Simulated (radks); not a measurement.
All-electron atom: Pt in [Xe] 4f13 5d9.5 6s1.5 (fractional occupations, a model configuration). Calculated with a radial shooting solver on a logarithmic mesh with Libxc functionals: Dirac Kohn-Sham, PBE, spin-unpolarised, spherical densities, finite nucleus; open shells are shared between the two j in proportion to 2j + 1; Fermi nuclear charge, rms radius 5.427 fm. Some entries of the table are withheld. Estimate them.

orbital     occ.  eigenvalue (eV)  <r> (bohr)
1s1/2          2        -78285.04     0.01715
2s1/2          2        -13754.58     0.07171
2p1/2          2              (1)     0.05907
2p3/2          4              (2)     0.06750
3s1/2          2        -3243.209      0.1866
3p1/2          2        -2987.587      0.1768
3p3/2          4        -2607.631      0.1923
3d3/2          4        -2180.564         (3)
3d5/2          6        -2098.693         (4)
4s1/2          2        -707.2800      0.4141
4p1/2          2        -598.6056         (5)
4p3/2          4        -507.4876         (6)
4d3/2          4        -329.1092      0.4592
4d5/2          6        -312.0768      0.4702
5s1/2          2        -106.7281      0.9412
4f5/2    5.57143         -84.1196      0.5024
4f7/2    7.42857         -80.5495      0.5091
5p1/2          2         -71.4325       1.017
5p3/2          4         -55.7680       1.114
5d3/2        3.8              (7)         (8)
5d5/2        5.7              (9)        (10)
6s1/2        1.5          -6.0707       2.852

Answer. 
(1) 2p1/2 eigenvalue (eV): -13186.98
(2) 2p3/2 eigenvalue (eV): -11458.33
(3) 3d3/2 <r> (bohr): 0.1676
(4) 3d5/2 <r> (bohr): 0.1724
(5) 4p1/2 <r> (bohr): 0.4168
(6) 4p3/2 <r> (bohr): 0.4503
(7) 5d3/2 eigenvalue (eV): -8.9612
(8) 5d3/2 <r> (bohr): 1.556
(9) 5d5/2 eigenvalue (eV): -7.4442
(10) 5d5/2 <r> (bohr): 1.632
